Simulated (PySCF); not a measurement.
C12H9F: Computed beside measured shifts

System: C12H9F (measured compound), SMILES Fc1cccc(-c2ccccc2)c1.

Atom-mapped SMILES (hydrogens are numbered by the atom that bears them): [F:1][c:2]1[cH:3][cH:4][cH:5][c:6](-[c:7]2[cH:8][cH:9][cH:10][cH:11][cH:12]2)[cH:13]1

Method: GIAO KT3/pcSseg-1, gas phase, PySCF SCF with an in-house response code, fitting set def2-universal-JFIT, grid level 2, non-relativistic, on the GFN2-xTB geometry.

One optimised conformer. Values are averaged over the atoms that symmetry or fast rotation interchanges, on this one geometry and without vibrational averaging. Shifts are the reference shielding less the shielding here, at the same level (13C, 1H against isolated TMS; 19F against isolated CFCl3); nuclei without a reference have shieldings only.

Task: What shifts does this level give for F1, and how do they compare with measurement?

Result: 
```csv
atom,nucleus,computed / ppm,measured / ppm,computed less measured,measured against,medium of the measurement
F1,19F,-127.5,-113.2,-14.3,CFCl3,not stated
```

Computed 19F and 31P shifts carry an offset from the reference molecule (CFCl3 is hard for DFT, lone H3PO4 or PH3 isn't the 85 % acid), so differences between compounds are more accurate than the values.

Measured values: G. Saielli, R. Bini, A. Bagno, Computational 19F NMR. 2. Organic compounds, RSC Adv. 2014, ESI.
